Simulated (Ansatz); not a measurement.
Geometry optimisation, RKS PBE0-D4/def2-SVP (Ansatz).

input.yaml

```yaml
crystal:
  periodic: [false, false, false]
  atoms:
    - { symbol: Ti, position_ang: [0.0, 0.0, 0.0] }
    - { symbol: "N", position_ang: [0.0, 0.0, 2.06] }
    - { symbol: H, position_ang: [-0.877, -0.2713, 2.59] }
    - { symbol: H, position_ang: [0.877, 0.2713, 2.59] }
    - { symbol: O, position_ang: [1.8106, 0.0, -0.6394] }
    - { symbol: H, position_ang: [2.1269, -0.9521, -0.756] }
    - { symbol: O, position_ang: [-0.9043, 1.5667, -0.6394] }
    - { symbol: H, position_ang: [-1.8621, 1.336, -0.8617] }
    - { symbol: O, position_ang: [-0.9043, -1.5667, -0.6394] }
    - { symbol: H, position_ang: [-1.359, -2.0324, 0.133] }
basis:
  gaussian: { orbitals: def2-SVP }
hamiltonian:
  xc: pbe0
  dispersion: d4
relax:
  f_tol: 0.02
  max_steps: 40
output:
  orbitals: {}
```

Launched with:

```bash
$ ansatz run input.yaml --threads 2 --pin off --max-ram 3072MiB --backend cpu --events-out ev --progress --plain --runs-dir out
```

Question: Where does it end, and by what steps?

Answer: The forces met the threshold. After 9 steps the energy has fallen by 1.419 eV; H3 moved furthest, 0.76 Å.

| step | energy less start (eV) | largest force component (eV/Å) | accepted |
| --- | --- | --- | --- |
| 0 | 0.0000 | 2.799 | yes |
| 1 | -1.1249 | 1.664 | yes |
| 2 | -1.2752 | 1.134 | yes |
| 3 | -1.3611 | 0.382 | yes |
| 4 | -1.3943 | 0.391 | yes |
| 5 | -1.4069 | 0.213 | yes |
| 6 | -1.4179 | 0.043 | yes |
| 7 | -1.4184 | 0.055 | yes |
| 8 | -1.4186 | 0.021 | yes |
| 9 | -1.4187 | 0.004 | yes |

```xyz
10
Properties=species:S:1:pos:R:3
Ti -0.050 -0.054 0.140
N -0.048 -0.028 2.006
H -0.730 0.473 2.569
H 0.744 -0.308 2.579
O 1.650 -0.060 -0.422
H 2.094 -0.621 -1.064
O -0.997 1.351 -0.439
H -1.689 1.411 -1.101
O -0.839 -1.545 -0.465
H -1.227 -2.268 0.035
```

Whether the end is a true minimum wasn't checked by a vibrational analysis.

Run time: 65 s on 2 threads of Intel(R) Xeon(R) Platinum 8259CL CPU @ 2.50GHz (Skylake/Cascade Lake), with other jobs on the host, peak memory 0.29 GiB.
